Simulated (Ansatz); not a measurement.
Ansatz (an electronic-structure program) input:

Ansatz 0.2 input:
```yaml
crystal:
  periodic: [false, false, false]
  atoms:
    - {symbol: O, position_ang: [1.75028958, -0.51548856, 0.05890484]}
    - {symbol: C, position_ang: [0.57249441, -0.43872431, 0.01043251]}
    - {symbol: C, position_ang: [-0.77010855, -0.92799791, -0.07145114]}
    - {symbol: C, position_ang: [-0.61479595, 0.40062844, -0.00308443]}
    - {symbol: H, position_ang: [-0.93012072, 1.41737860, 0.03005483]}
basis:
  gaussian:
    orbitals: def2-TZVP
hamiltonian:
  xc: b3lyp
  dispersion: d3bj
magnetization: {spin_polarized: true, initial_magnetization: 1}
relax: {f_tol: 0.002, max_steps: 150}
```

### Question
Which total energy does the run end on?

### Answer
-190.06486 Eh (B3LYP-D3(BJ)/def2-TZVP). The basis has 130 functions.

It need not be the lowest isomer of its formula.
